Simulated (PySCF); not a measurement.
AlClH2S2. Atoms are numbered in the order given.

```xyz
6

Al     0.0000     0.0000     0.0148
Cl     0.0000     0.0000     2.1075
S      0.0000    -1.9304    -0.9862
H      0.0000    -1.4027    -2.2308
S      0.0000     1.9304    -0.9862
H      0.0000     1.4027    -2.2308
```

Coordinates come from a PBE0-D3(BJ)/def2-SVP optimisation. One conformer was computed; it need not be the lowest.

Method: ωB97X/def2-TZVPD run with PySCF.

Symmetry labels are those of the subgroup C2v that the program uses (full group C2v).

Computed valence orbital energies around the gap with their symmetry:
```json
[
 {"orbital": "HOMO−7", "symmetry": "B2", "energy (eV)": "-14.45"},
 {"orbital": "HOMO−6", "symmetry": "A1", "energy (eV)": "-13.82"},
 {"orbital": "HOMO−5", "symmetry": "A1", "energy (eV)": "-12.64"},
 {"orbital": "HOMO−4", "symmetry": "B1", "energy (eV)": "-12.30"},
 {"orbital": "HOMO−3", "symmetry": "B2", "energy (eV)": "-12.14"},
 {"orbital": "HOMO−2", "symmetry": "B2", "energy (eV)": "-11.23"},
 {"orbital": "HOMO−1", "symmetry": "B1", "energy (eV)": "-10.83"},
 {"orbital": "HOMO", "symmetry": "A2", "energy (eV)": "-10.34"},
 {"orbital": "LUMO", "symmetry": "A1", "energy (eV)": "0.51"},
 {"orbital": "LUMO+1", "symmetry": "B1", "energy (eV)": "1.08"},
 {"orbital": "LUMO+2", "symmetry": "A1", "energy (eV)": "1.36"},
 {"orbital": "LUMO+3", "symmetry": "B2", "energy (eV)": "1.65"}
]
```
